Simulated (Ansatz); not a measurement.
Relaxation of CH6BNS (10 atoms, charge 0, multiplicity 1), to a largest force component of 0.015 eV/Å in at most 40 steps.

These are results of RHF/def2-SVP in Ansatz, not measurements.

```xyz
10
Properties=species:S:1:pos:R:3
C -1.026 0.454 -0.415
N -0.702 -0.400 0.666
B 0.780 -0.343 0.890
S 2.093 -0.962 -0.405
H -0.601 0.178 -1.403
H -2.177 0.484 -0.560
H -0.763 1.550 -0.187
H -0.897 -1.358 0.378
H 1.230 0.037 1.991
H 2.034 -2.228 0.148
```

Where does it end, and by what steps?

The run converged. After 14 steps the energy has fallen by 2.078 eV; S4 moved furthest, 1.53 Å.

```
step  energy less start (eV)  largest force component (eV/Å)  accepted
   0                  0.0000                           2.855       yes
   1                 -0.3371                           1.079       yes
   2                 -0.4534                           0.462       yes
   3                 -0.5818                           0.687       yes
   4                 -0.7711                           0.924       yes
   5                 -1.0149                           1.542       yes
   6                 -1.3447                           1.299       yes
   7                 -1.6299                           1.295       yes
   8                 -1.8696                           0.825       yes
   9                 -2.0123                           0.412       yes
  10                 -2.0444                           0.629       yes
  11                 -2.0503                           1.003       yes
  12                 -2.0748                           0.262       yes
  13                 -2.0780                           0.018       yes
  14                 -2.0781                           0.005       yes
```

```xyz
10
Properties=species:S:1:pos:R:3
C -1.222 0.662 -0.270
N -0.376 -0.507 -0.218
B 0.827 -0.628 0.470
S 1.758 -2.212 0.412
H -1.352 1.019 -1.294
H -2.213 0.461 0.145
H -0.772 1.465 0.311
H -0.725 -1.287 -0.740
H 1.262 0.292 1.103
H 2.783 -1.852 1.184
```

Whether the end is a true minimum wasn't checked by a vibrational analysis.

Run time: 24 s on 1 thread of Arm Neoverse V2 (shared host), peak memory 0.16 GiB.
